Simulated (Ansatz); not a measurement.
Cost and result for the atomization energy of C2H6SSi (`CC([SiH3])=S`) (10 atoms, 9 bonds).

```xyz
10

C     0.242    1.363    0.521
C     0.033   -0.104    0.666
Si   -0.235   -1.189   -0.865
S     0.008   -0.867    2.094
H    -0.608    1.810   -0.009
H     0.371    1.852    1.486
H     1.117    1.554   -0.111
H    -1.599   -1.769   -0.796
H     0.782   -2.267   -0.873
H    -0.112   -0.384   -2.113
```

Charge 0, multiplicity 1. The structure was optimised at the PBE0-D4/def2-TZVP level. Program: Ansatz. All runs use 2 threads of an Intel Xeon Platinum 8259CL on a shared host. Times are those of one run each, without the atoms' runs, and a repeat can differ threefold. Electronic energies, without spin–orbit coupling; frozen cores. CCSD(T)/CBS adds CCSD(T) − MP2 in def2-TZVPP to the MP2 limit, and its time is that of the two runs behind it. T1 = 0.016; the RHF reference is unstable towards UHF. HSE06 is the plane-wave form, built on full-range PBE exchange.

CCSD(T)/CBS is a level of theory with its own doubt, some kJ/mol a heavy atom from the limit and from the frozen cores, so smaller differences don't rank the functionals.

| level | functions | wall time | atomization (kcal/mol) | difference from CCSD(T)/CBS | per bond |
| --- | --- | --- | --- | --- | --- |
| CCSD(T)/def2-SVP | 94 | 5.5 s | 789.4 | -45.3 | -5.0 |
| PBE-D4/def2-TZVPP (with forces) | 230 | 6 s | 846.7 | 12.0 | 1.3 |
| HSE06-D4/def2-TZVPP | 230 | 6 s | 835.6 | 0.9 | 0.1 |
| r2SCAN-D4/def2-TZVPP (with forces) | 230 | 7.5 s | 836.7 | 2.0 | 0.2 |
| r2SCANh-D4/def2-TZVPP | 230 | 8 s | 832.2 | -2.5 | -0.3 |
| B2PLYP/def2-TZVPP | 230 | 9 s | 824.6 | -10.1 | -1.1 |
| PBE-QIDH/def2-TZVPP | 230 | 11 s | 828.8 | -5.9 | -0.7 |
| B97M-V/def2-TZVPP | 230 | 13 s | 839.2 | 4.5 | 0.5 |
| ωB97X-V/def2-TZVPP | 230 | 13 s | 837.2 | 2.5 | 0.3 |
| ωB97M-V/def2-TZVPP (with forces) | 230 | 18 s | 837.2 | 2.5 | 0.3 |
| MP2/def2-QZVPP | 434 | 39 s | 832.8 | -1.9 | -0.2 |
| CCSD(T)/def2-TZVPP | 230 | 98 s | 813.3 | -21.4 | -2.4 |
| CCSD(T)/CBS(def2) | – | 2.3 min | 834.7 | 0.0 | 0.0 |

From r2SCAN to r2SCAN0 (25 % exact exchange), in def2-TZVPP and without D4, the atomization energy moves by −11.0 kcal/mol: exact exchange takes away binding that semilocal exchange gives to molecules. The D4 term adds +8.7 kcal/mol with B3LYP and +4.5 kcal/mol with PBE0; it sums over pairs of atoms, weighted by their polarisabilities, and B3LYP, whose exchange is more repulsive, gets the larger term. Leaving LDA and LC-ωPBE aside and taking each functional with its dispersion term where it has one, the values, not all of them listed here, spread over 32.2 kcal/mol, from BHLYP-D4 to PBE-D4. LDA lies +104.4 kcal/mol from PBE without D4, its usual overbinding.

B3LYP here is the variant with VWN-RPA as its local correlation; programs differ in this.
